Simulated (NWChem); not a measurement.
C$_{4}$H$_{7}$N; SMILES C=C/N=C/C

```xyz
12

C      0.2890     2.4393     0.0000
C     -0.3642     1.2720     0.0000
N      0.3206     0.0501     0.0000
C     -0.3747    -1.0228     0.0000
C      0.2538    -2.3815     0.0000
H      1.3744     2.4650     0.0000
H     -0.2457     3.3835     0.0000
H     -1.4610     1.2464     0.0000
H     -1.4782    -0.9929     0.0000
H     -0.0645    -2.9555     0.8808
H     -0.0645    -2.9555    -0.8808
H      1.3431    -2.2962     0.0000
```
Atoms are numbered in this order, from 1.

Computed with NWChem. Pople sets run with spherical d functions. Geometry: optimised at B3LYP/6-31G* (spherical d). Level: B3LYP/6-31G* with SMD (1 M gas to 1 M solution), gas-phase geometry.

Task: What does the run give for solvent water? Quantities: solvation free energy (kcal/mol); cavity-dispersion-structure term (kcal/mol); dipole in solution (D).

Result: The solvation free energy (kcal/mol) is -2.0 and the cavity-dispersion-structure term (kcal/mol) is 2.8. The dipole in solution (D) is 2.45.
